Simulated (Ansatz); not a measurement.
```xyz
11

C    -0.872   -0.760   -1.216
C    -0.237   -1.232   -0.154
C     0.503   -0.453    0.879
In    0.503    1.646    0.480
F    -0.804    2.953    1.082
F     1.840    2.638   -0.524
H    -0.917    0.304   -1.451
H    -1.385   -1.413   -1.912
H    -0.244   -2.310    0.005
H     1.546   -0.774    0.941
H     0.065   -0.599    1.870
```

The species carries charge 0 and has multiplicity 1. In: def2 effective core potential.

(1) List the PBE/def2-TZVPP orbital energies in eV (Ansatz 0.2.0). (An estimate is asked.)

## Answers

(1) Ansatz gave: Occupied: -658.27, -658.26, -270.22, -270.01, -269.56, -122.39, -80.20, -79.86, -79.84, -27.30, -27.27, -20.52, -19.42, -19.27, -19.26, -19.11, -18.92, -17.52, -14.33, -12.37, -11.21, -11.05, -10.57, -9.44, -8.87, -8.55, -8.47, -8.15, -8.01, -7.52, -7.22. Lowest empty: -2.49, -1.93, -1.56, 0.05, 0.08, 1.20, 1.38, 1.41.
